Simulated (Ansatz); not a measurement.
Input for Ansatz (a first-principles code): R-PBE/def2-TZVPPD on C2H9N (a complex), monomers drawn apart or pushed together. Files ending in .json are basis or fitting sets from the Basis Set Exchange.

Ansatz 0.2 input:
```yaml
crystal:
  periodic: [false, false, false]
  atoms:
    - {symbol: N, position_ang: [-0.08577384, -0.02006318, -0.20176245]}
    - {symbol: H, position_ang: [-0.22693155, 0.47508304, -1.07475436]}
    - {symbol: H, position_ang: [0.39150816, 0.61087367, 0.43176424]}
    - {symbol: H, position_ang: [0.54494491, -0.79115092, -0.38903838]}
    - {symbol: C, position_ang: [-0.61378721, -0.62891577, 4.52513961]}
    - {symbol: C, position_ang: [0.45352784, 0.46215800, 4.51665955]}
    - {symbol: H, position_ang: [-0.95145578, -0.85086307, 3.51197854]}
    - {symbol: H, position_ang: [-1.48430216, -0.32253727, 5.10879314]}
    - {symbol: H, position_ang: [-0.23104584, -1.55201049, 4.96574860]}
    - {symbol: H, position_ang: [1.33233054, 0.15392286, 3.94493791]}
    - {symbol: H, position_ang: [0.79194286, 0.70361310, 5.52640393]}
    - {symbol: H, position_ang: [0.07243647, 1.38373336, 4.07069636]}
basis:
  gaussian:
    orbitals: def2-TZVPPD.json
hamiltonian:
  xc: {name: PBE}
scf: {lower_state_search: off}
```

The head of its log:

```
WARN ansatz: RAYON_NUM_THREADS=1 ignored (pool sized by the plan → 1); use --threads N
Functional definition: PBE
these checks for a lower state are left out or cut short: stability, starts, cluster_reference, orbital_swaps, neighbouring_geometries, increment
integrals: 0.12 GiB planned
1058 factors; their error is unknown
mean field: 1.13 GiB planned
mean field evaluation 1: about -3688.2931 eV, gradient 9.5e1 eV
mean field evaluation 2: about -3640.4069 eV, gradient 1.6e2 eV
```

### Question
What total energy does the run end on?

### Answer
-136.2459 hartree.
